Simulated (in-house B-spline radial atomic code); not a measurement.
A run on neutral lanthanum (an excited or competing configuration) that did not converge. Method: scalar-relativistic (X2C) HSE06, spin-polarised, spherical fractional occupations, exact exchange averaged over the configuration, Fermi nucleus of rms radius 4.855 fm; computed with a B-spline radial code for spherical atoms.

Command:
```bash
python run_scf.py task.json out
```
Settings (nuclear radius in fm, mass in u):
```
Z                57
configuration    [Xe] 4f1 5d1 6s1
hamiltonian      x2c
method           hse06
spin_polarised   True
nucleus          fermi
rms_radius       4.855
atomic_mass      138.90636
speed_of_light   137.035999084
exact_exchange   averaged over the configuration
```

First and last ten iterations of the last attempt (damped for 15 steps, keeping 80 % of the old Fock matrix, then DIIS):
```
 iter        energy (Eh)    residual
    1       -8485.887174    4.89e-01
    2       -8487.165811    3.50e-01
    3       -8489.729110    2.24e-01
    4       -8490.975245    1.40e-01
    5       -8491.555725    8.52e-02
    6       -8491.815073    5.05e-02
    7       -8491.926333    2.93e-02
    8       -8491.972204    1.70e-02
    9       -8491.990392    1.02e-02
   10       -8491.997341    7.39e-03
  111       -8491.781709    3.93e-02
  112       -8491.781500    3.93e-02
  113       -8491.781461    3.93e-02
  114       -8491.781307    3.93e-02
  115       -8491.781219    3.93e-02
  116       -8491.781497    3.93e-02
  117       -8491.781271    3.93e-02
  118       -8491.780895    3.91e-02
  119       -8490.496883    8.98e-02
  120       -8490.568471    8.43e-02
 not converged after 120 iterations
```

The smallest residual met was 7.3e-05; the threshold is about 6e-07. No energy from this run should be used. Time taken, with all properties: 55 s on 1 thread of Arm Neoverse N1 (shared host).
